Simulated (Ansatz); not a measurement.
**A relaxation, step by step**

ZnSiH₂S₂F₄, closed shell, PBE0-D4/def2-TZVP (Ansatz 0.2.0). Settings:

```yaml
hamiltonian: {xc: pbe0, dispersion: d4}
relax: {f_tol: 0.005, max_steps: 200}
```

Start, a step off a saddle point along its unstable mode:

```tsv
atom	x (Å)	y (Å)	z (Å)
Si1	-1.3203	1.2311	-0.5013
F2	1.8768	0.0272	-0.7815
F3	-1.3951	-0.2842	-1.0141
F4	-2.6831	1.5616	0.2259
F5	-1.1851	2.1256	-1.7834
H6	1.3652	0.8153	-0.4479
S7	0.3263	1.4536	0.7310
Zn8	0.8759	-0.7879	0.7866
S9	0.7396	-2.7153	1.8590
H10	1.3997	-3.4269	0.9256
```

| step | energy less the last (meV) | largest force component (eV/Å) |
| --- | --- | --- |
| 1 | 430.9 | 1.148 |
| 3 (rejected trial) | 271.3 | 1.644 |
| 5 | 123.2 | 1.004 |
| 7 | 22.7 | 0.284 |
| 9 | 8.1 | 0.133 |
| 11 | 0.8 | 0.057 |
| 13 | 0.4 | 0.018 |
| 15 | 0.3 | 0.019 |
| 17 | 0.2 | 0.030 |
| 19 | 0.1 | 0.026 |
| 21 | 0.1 | 0.024 |
| 23 (rejected trial) | 0.1 | 0.020 |
| 25 | 0.0 | 0.009 |
| 27 | 0.0 | 0.008 |
| 28 | 0.0 | 0.005 |

Step 19, positions (Å) and forces (eV/Å):

| atom | x | y | z | Fx | Fy | Fz |
| --- | --- | --- | --- | --- | --- | --- |
| Si1 | -1.420 | 1.244 | -0.464 | -0.024 | 0.005 | 0.001 |
| F2 | 2.115 | -0.269 | -0.712 | 0.009 | -0.021 | -0.003 |
| F3 | -1.606 | -0.278 | -0.868 | 0.001 | 0.020 | -0.001 |
| F4 | -2.784 | 1.728 | 0.151 | 0.026 | -0.011 | -0.011 |
| F5 | -1.205 | 2.056 | -1.796 | -0.001 | -0.015 | 0.010 |
| H6 | 1.799 | 0.612 | -0.646 | -0.009 | 0.021 | 0.002 |
| S7 | 0.175 | 1.465 | 0.845 | 0.000 | -0.004 | 0.001 |
| Zn8 | 0.556 | -0.727 | 1.052 | -0.002 | 0.003 | 0.001 |
| S9 | 0.745 | -2.773 | 1.709 | -0.001 | 0.001 | 0.001 |
| H10 | 1.625 | -3.057 | 0.731 | 0.001 | 0.000 | -0.002 |

Step 21, positions (Å) and forces (eV/Å):

| atom | x | y | z | Fx | Fy | Fz |
| --- | --- | --- | --- | --- | --- | --- |
| Si1 | -1.421 | 1.242 | -0.461 | -0.024 | -0.001 | -0.010 |
| F2 | 2.113 | -0.261 | -0.713 | -0.003 | 0.003 | 0.001 |
| F3 | -1.627 | -0.283 | -0.844 | 0.002 | 0.021 | 0.001 |
| F4 | -2.782 | 1.757 | 0.135 | 0.024 | -0.008 | -0.009 |
| F5 | -1.184 | 2.028 | -1.806 | -0.003 | -0.015 | 0.019 |
| H6 | 1.792 | 0.620 | -0.641 | 0.002 | -0.003 | 0.001 |
| S7 | 0.168 | 1.460 | 0.856 | 0.001 | 0.004 | 0.001 |
| Zn8 | 0.554 | -0.731 | 1.055 | -0.002 | -0.002 | -0.003 |
| S9 | 0.752 | -2.781 | 1.698 | 0.002 | 0.000 | -0.001 |
| H10 | 1.634 | -3.052 | 0.720 | -0.001 | 0.000 | 0.002 |

Step 25, positions (Å) and forces (eV/Å):

| atom | x | y | z | Fx | Fy | Fz |
| --- | --- | --- | --- | --- | --- | --- |
| Si1 | -1.422 | 1.241 | -0.460 | -0.004 | 0.002 | -0.005 |
| F2 | 2.110 | -0.255 | -0.712 | -0.002 | 0.008 | 0.000 |
| F3 | -1.642 | -0.285 | -0.828 | 0.001 | 0.002 | 0.000 |
| F4 | -2.778 | 1.777 | 0.126 | 0.004 | 0.000 | -0.002 |
| F5 | -1.172 | 2.009 | -1.812 | -0.002 | -0.003 | 0.006 |
| H6 | 1.790 | 0.625 | -0.636 | 0.003 | -0.009 | 0.000 |
| S7 | 0.163 | 1.457 | 0.862 | 0.000 | -0.001 | 0.001 |
| Zn8 | 0.552 | -0.734 | 1.053 | 0.001 | 0.001 | 0.000 |
| S9 | 0.756 | -2.785 | 1.691 | 0.000 | -0.001 | 0.000 |
| H10 | 1.643 | -3.050 | 0.715 | 0.000 | 0.001 | 0.000 |

Last step (28):

| atom | x (Å) | y (Å) | z (Å) |
| --- | --- | --- | --- |
| Si1 | -1.4224 | 1.2410 | -0.4587 |
| F2 | 2.1080 | -0.2515 | -0.7119 |
| F3 | -1.6524 | -0.2864 | -0.8168 |
| F4 | -2.7767 | 1.7910 | 0.1193 |
| F5 | -1.1623 | 1.9962 | -1.8153 |
| H6 | 1.7874 | 0.6284 | -0.6331 |
| S7 | 0.1596 | 1.4548 | 0.8669 |
| Zn8 | 0.5512 | -0.7363 | 1.0529 |
| S9 | 0.7584 | -2.7886 | 1.6852 |
| H10 | 1.6492 | -3.0485 | 0.7117 |

The run took 68 s on 4 CPU threads of an AMD EPYC 7R13 and a share of one NVIDIA H100 (shared host), with 1.1 GiB of host memory at its peak.
